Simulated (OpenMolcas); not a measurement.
# Yb3+ in SrF2

Yb3+ with its 8 nearest fluoride ions at 2.37 Å, on the Sr site of SrF2 (a = 5.796 Å, distance in the model lattice 2.510 Å). The rest of the host is ab initio model potentials to 7.6 Å and point charges beyond; the distance is set by hand and nothing relaxes, and no local charge compensation is placed. Ligand basis ANO-RCC-VDZP.
```
Yb    0.0000    0.0000    0.0000
F     1.3683    1.3683    1.3683
F     1.3683    1.3683   -1.3683
F     1.3683   -1.3683    1.3683
F     1.3683   -1.3683   -1.3683
F    -1.3683    1.3683    1.3683
F    -1.3683    1.3683   -1.3683
F    -1.3683   -1.3683    1.3683
F    -1.3683   -1.3683   -1.3683
```

| Quantity | Value |
| --- | --- |
| Program | OpenMolcas 26.06 |
| Method | SS-CASPT2, IPEA 0.25 Eh, imaginary shift 0.1 Eh (closed shells correlated: 5s 5p and the ligand valence shells) |
| Basis | ANO-RCC-VDZP [7s6p4d2f1g] |
| Scalar Hamiltonian | DKH2, point nucleus |
| Active space | 13 electrons in 7 orbitals (4f) |
| State averaging | 2S+1 = 2 odd, 7 roots |
| Spin-orbit coupling | state interaction with AMFI integrals over the reference wave functions |

The lowest spin-free states (labels of O, the rotations of Oh), above the lowest:

```tsv
State	Degeneracy	E (cm-1)	Free-ion L (%)
2A2	1	0	F (100)
2T2	3	690	F (100)
2T1	3	710	F (100)
```

The lowest levels with spin-orbit coupling:

```tsv
E (cm-1)	Degeneracy	Label	2S+1	J	|mJ| (%)	g
0	2	Γ7	2	3.50	5/2 (75)	3.46 3.46 3.46
420	4	Γ8	2	3.51	3/2 (38)	
430	2	Γ6	2	3.51	1/2 (58)	2.66 2.66 2.66
10610	2	Γ7	2	2.51	3/2 (83)	1.46 1.46 1.46
10900	4	Γ8	2	2.51	1/2 (50)
```

Powder χT (cm3 K/mol): 1.13 at 2 K, 1.17 at 10 K, 1.36 at 50 K, 1.6 at 100 K, 2.04 at 200 K, 2.29 at 300 K. The effective moment at 300 K is 2.828 √(χT) = 4.28 μB.

Hund's rules give f13 the level 2F7/2 with g = 1.143, so an isolated free-ion multiplet has χT = g² J(J+1) / 8 = 2.571 cm3 K/mol. The computed 2.285 at 300 K differs by -11 %, through the field's splitting, the mixing of terms and any other multiplet in reach.

Stevens parameters of the J = 7/2 multiplet, which is 432 cm-1 wide (cm-1, z along the main axis): B40 = 2.438e-01, B44 = 1.219e+00, B60 = 3.575e-03, B64 = -7.512e-02.

Over all roots computed the reference weight is 0.67; a low but even weight reflects the number of correlated electrons. Splittings of an f shell from a small cluster at a set distance can be off by tens of per cent, mostly too small. No measured value stands beside these numbers; the geometry was set by hand and not optimised.
